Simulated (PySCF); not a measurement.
Geometry:
```tsv
atom	x (Å)	y (Å)	z (Å)
C1	-0.393	1.436	0.225
C2	-0.270	0.048	-0.368
C3	-1.015	-1.047	0.366
S4	1.474	-0.402	-0.574
O5	1.568	-1.759	-1.071
O6	2.181	0.689	-1.211
Cl7	2.109	-0.445	1.438
H8	0.197	2.166	-0.345
H9	-1.449	1.742	0.203
H10	-0.051	1.445	1.271
H11	-0.559	0.060	-1.435
H12	-0.688	-1.106	1.415
H13	-0.856	-2.024	-0.109
H14	-2.091	-0.820	0.352
```

Geometry: PBE0-D3(BJ)/def2-SVP; GIAO absolute shieldings from PySCF 2.14, gas phase, non-relativistic, averaged over equivalent atoms.

At PBE0/pcSseg-1 (168 basis functions, 21 s wall time on 1 thread of an Arm Neoverse V1, shared host):
| atoms | σ (ppm) |
| --- | --- |
| C2 | 111.7 |
| C1/C3 | 166.8 |
| S4 | 103.1 |
| O5/O6 | 9.7 |
| Cl7 | 386.7 |
| H11 | 28.23 |
| H8/H9/H10/H12/H13/H14 | 29.80 |

Problem. Estimate the result of repeating the calculation with KT2/pcSseg-2.

Solution. 
| atoms | σ at KT2/pcSseg-2 | change |
| --- | --- | --- |
| C2 | 106.4 | -5.3 |
| C1/C3 | 163.0 | -3.8 |
| S4 | 126.4 | +23.3 |
| O5/O6 | 0.1 | -9.6 |
| Cl7 | 388.3 | +1.6 |
| H11 | 27.76 | -0.47 |
| H8/H9/H10/H12/H13/H14 | 29.67 | -0.13 |

The largest change is at S4 (sulfonyl sulfur). Cost: 364 basis functions, 100 s wall time on 1 thread of an Arm Neoverse V1, shared host.
